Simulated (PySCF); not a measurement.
disilanyl(fluoro)silane (FH7Si3), SMILES F[SiH2][SiH2][SiH3]. Heavy atoms are numbered as in [SiH3:1][SiH2:2][SiH2:3][F:4]. Hydrogens are named by the atom that carries them.

The structure is a stationary point at B3LYP-D3(BJ)/def2-SVP. One conformer was computed; it need not be the lowest.

These are PBE/pcSseg-1 run with PySCF values and carry that method's errors.

GIAO shieldings, no solvent; atoms alike by connectivity are averaged. δ = σ(ref) − σ: ²⁹Si against TMS (σ = 335.4 ppm); ¹⁹F against CFCl3 (σ = 133.6 ppm); ¹H against TMS (σ = 31.49 ppm), references at their B3LYP-D3(BJ)/def2-TZVP geometries, non-relativistic.

Computed chemical shifts:
```tsv
nucleus	atoms	count	δ (ppm)
²⁹Si	Si3 (SiH2)	1	15.7
²⁹Si	Si1 (SiH3)	1	-111.7
²⁹Si	Si2 (SiH2)	1	-115.1
¹⁹F	F4	1	-289.0
¹H	H on Si3	2	6.22
¹H	H on Si1	3	4.01
¹H	H on Si2	2	3.81
```
